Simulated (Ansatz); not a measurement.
Energy difference R1 → P1 + P2, each structure at its B3LYP-D3(BJ)/def2-TZVP stationary point, reached from a drawn start (curvature not checked).
R1, F2Fe (SMILES [F][Fe][F]) (charge 0, multiplicity 5, Z-matrix in Å and degrees):
```
Fe
F 1 1.7587
F 1 1.7587 2 179.99
```
P1, FFe (SMILES [F][Fe]) (charge 0, multiplicity 6):
```xyz
2

Fe    -0.0093    -0.0187    -0.8930
F      0.0093     0.0187     0.8930
```
P2: F atom, charge 0, multiplicity 2.

P less R. No zero-point or thermal terms; open shells are unrestricted; no spin–orbit coupling. The spin states of the d-block species are the ones drawn and need not be the lowest.

Correlated levels freeze the cores.

Codes used: Ansatz (a program for electronic structure). Each number belongs to the level named beside it.

Question: What is the computed reaction energy (CAM-B3LYP/def2-TZVPP)?

Answer: 573 kJ/mol

Question: Estimate the reaction energy that wB97M-V/def2-TZVPP returns for this input.

Answer: 570 kJ/mol

Question: Predict the reaction energy from CCSD(T)/def2-QZVPP.

Answer: 556 kJ/mol
